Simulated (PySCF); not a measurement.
C6H11OS (doublet state).
Cartesian coordinates in Å at the GFN2-xTB level; atoms count from 1:
```
atom  x, y, z in Å
O1    -2.0950   -0.2173    2.0341
C2    -2.2446    0.8323    1.1763
C3    -1.1193    1.2850    0.3165
C4    -1.0196    0.2820   -0.8029
C5    -0.1825   -0.7496   -0.8823
C6     0.9624   -1.0658    0.0310
C7     2.3014   -0.7808   -0.6490
S8     2.6024    1.0106   -0.8468
H9    -1.1566   -0.3622    2.2053
H10   -3.2671    0.9619    0.8678
H11   -0.1896    1.3417    0.8866
H12   -1.3414    2.2730   -0.0883
H13   -1.7947    0.3790   -1.5509
H14   -0.2801   -1.4318   -1.7179
H15    0.9332   -2.1292    0.2881
H16    0.9160   -0.4913    0.9570
H17    3.1326   -1.1378   -0.0418
H18    2.3519   -1.2434   -1.6351
H19    1.4806    1.2530   -1.5228
```

The hyperfine couplings belong to this conformer and change with its torsions.

Identity: `O[CH]C/C=C\CCS` [radical].

Method used: UKS B3LYP, pcH-1 on C H O S, non-relativistic, mean-field spin-orbit, GIAO in PySCF 2.14.0. The structure is a single GFN2-xTB conformer in the gas phase; no vibrational or solvent corrections. Couplings are sensitive to structure, and on GFN2-xTB geometries they can be far from those on DFT ones.

Problem. How many α and β electrons are there, and what is ⟨S²⟩ of the pure spin state?

Solution. Nα = 36, Nβ = 35 (71 in all), and S(S+1) = 0.75 for S = 1/2.

Mulliken spin populations, one withheld:

```json
{"atom": "O1", "bound to": "C2, H9", "population": "+0.1223"}
{"atom": "C2", "bound to": "O1, C3, H10", "population": "+0.8723"}
{"atom": "C3", "bound to": "C2, C4, H11, H12", "population": "-0.0546"}
{"atom": "C4", "bound to": "C3, C5, H13", "population": "+0.0106"}
{"atom": "C5", "bound to": "C4, C6, H14", "population": "?"}
{"atom": "C6", "bound to": "C5, C7, H15, H16", "population": "-0.0041"}
{"atom": "C7", "bound to": "C6, S8, H17, H18", "population": "+0.0027"}
{"atom": "S8", "bound to": "C7, H19", "population": "+0.0001"}
{"atom": "H9", "bound to": "O1", "population": "-0.0050"}
{"atom": "H10", "bound to": "C2", "population": "-0.0373"}
{"atom": "H11", "bound to": "C3", "population": "+0.0128"}
{"atom": "H12", "bound to": "C3", "population": "+0.0070"}
{"atom": "H13", "bound to": "C4", "population": "-0.0003"}
{"atom": "H14", "bound to": "C5", "population": "+0.0002"}
{"atom": "H15", "bound to": "C6", "population": "+0.0020"}
{"atom": "H16", "bound to": "C6", "population": "-0.0003"}
{"atom": "H17", "bound to": "C7", "population": "+0.0008"}
{"atom": "H18", "bound to": "C7", "population": "-0.0003"}
{"atom": "H19", "bound to": "S8", "population": "0.0000"}
```

Problem. Complete the table.

Solution. The populations add up to Nα − Nβ = 1, and the others sum to 0.9289, so C5 holds +0.071.

Problem. How is the spin shared among the elements?

Solution. Carbon +0.90, oxygen +0.12, sulfur 0.00, hydrogen -0.02. The positive populations sum to 1.10, the negative ones to -0.10.

Problem. With ⟨S²⟩ = 0.7541, find the sum of squared α–β overlaps and estimate the admixture of higher spin.

Solution. Σ|⟨iα|jβ⟩|² over occupied orbitals = Nβ − [⟨S²⟩ − S(S+1)] = 35 − 0.0041 = 34.9959. If the quartet state (S + 1) were the only admixture, its weight would be 0.0041/(2S + 2) = 0.14 %.

Problem. What Fermi-contact NMR shifts do the couplings of C3, C5, C6, C7, H9, H10, H11/H12 imply at 200 K (Curie law, g = gₑ)?

Solution. δ = a_FC·h·gₑ μB S(S+1)/(3 g_N μN kT), with k/h = 20836.6 MHz/K:

| nuclei | isotope | a_FC (MHz) | g_N | contact shift (ppm) |
| --- | --- | --- | --- | --- |
| C3 | 13C | -16.06 | 1.4048 | -2522 |
| C5 | 13C | 7.80 | 1.4048 | +1225 |
| C6 | 13C | -1.56 | 1.4048 | -244 |
| C7 | 13C | 6.16 | 1.4048 | +967 |
| H9 | 1H | -11.37 | 5.5857 | -449 |
| H10 | 1H | -45.78 | 5.5857 | -1808 |
| H11/H12 | 1H | 26.48 | 5.5857 | +1046 |

All at the stated temperature. Entries for several nuclei are means.

Means are taken over nuclei equivalent by connectivity, which assumes that they swap fast. The 1H value of +26.5 MHz is a mean of couplings from 20.8 to 32.2 MHz in this one geometry, not an average over conformers.
